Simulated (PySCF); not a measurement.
Compound: C8H8ClP.
SMILES with atom numbers: `[Cl:1][c:2]1[cH:3][cH:4][c:5]([CH:6]2[CH2:7][CH2:8]2)[p:9][cH:10]1` (hydrogens: H11 on C3; H12 on C4; H13 on C6; H14, H15 on C7; H16, H17 on C8; H18 on C10)

Level: PBE0/pcSseg-1 in PySCF, non-relativistic, on one gas-phase PBE0-D3(BJ)/def2-SVP geometry that isn't relaxed in the solvent. The solvent is an IEF-PCM continuum (cavity from Bondi-type radii × 1.2). Only the electrostatic response of the medium enters.

Gas phase at PBE0/pcSseg-1: HOMO -6.82 eV, LUMO -1.78 eV, dipole 2.32 D.

Task: What does the continuum do to the energy, the frontier levels and the dipole at PBE0/pcSseg-1 in cyclohexane and chloroform?

Result: 
| solvent | ε | E(solvent) − E(gas) (kJ/mol) | polarisation term (kJ/mol) | distortion of the solute (kJ/mol) | HOMO (eV) | LUMO (eV) | dipole (D) |
| --- | --- | --- | --- | --- | --- | --- | --- |
| cyclohexane | 2.017 | -6.01 | -6.31 | 0.30 | -6.79 | -1.75 | 2.63 |
| chloroform | 4.711 | -11.10 | -12.15 | 1.05 | -6.79 | -1.75 | 2.89 |

The first energy column is the sum of the next two and covers electrostatics alone. From cyclohexane to chloroform the lowering changes by a factor 1.85, Onsager's factor (ε − 1)/(2ε + 1) by 1.76 and ε itself by 2.3.

Task: Which radius a makes the point-dipole formula ΔE = −[(ε − 1)/(2ε + 1)]·μ²/a³ give the value in chloroform, with the gas-phase dipole?

Result: μ = 0.914 au and |ΔE| = 0.00423 Eh give a = 2.19 Å; the farthest nucleus lies 4.61 Å from the centroid of the nuclei, so such a sphere wouldn't even hold the nuclei. The formula assumes a rigid point dipole at the centre of a sphere.

Task: Which IAO charges (PBE0/pcSseg-1) respond most in chloroform (means over atoms taken as equivalent)?

Result: 
```tsv
atoms	environment	gas (e)	solvent (e)	change
P9	phosphorus bonded to 2 C	+0.343	+0.331	-0.012
H12	aromatic hydrogen	+0.149	+0.161	+0.012
Cl1	aryl chlorine	-0.038	-0.048	-0.010
H11	aromatic hydrogen	+0.168	+0.176	+0.008
H13	methine hydrogen	+0.141	+0.150	+0.009
H18	aromatic hydrogen	+0.177	+0.184	+0.007
C2	aromatic C–Cl carbon	0.000	-0.007	-0.007
H15/H16	methylene hydrogen	+0.151	+0.157	+0.006
C6	benzylic-type carbon	-0.132	-0.136	-0.004
C10	aromatic CH carbon	-0.382	-0.385	-0.003
C7/C8	three-membered-ring carbon	-0.277	-0.281	-0.004
C4	aromatic CH carbon	-0.135	-0.138	-0.003
```

The run took 44 s on an Arm Neoverse V2 with one thread, shared host with 96 logical CPUs at a one-minute load of 65, and the process peaked at 1.3 GiB of memory. This is the whole shielding run at PBE0/pcSseg-1 in chloroform, SCF included.

Shape of the structure used: `[Cl:1][c:2]1[cH:3][cH:4][c:5]([CH:6]2[CH2:7][CH2:8]2)[p:9][cH:10]1`: C4–C5–C6–C7 143°.
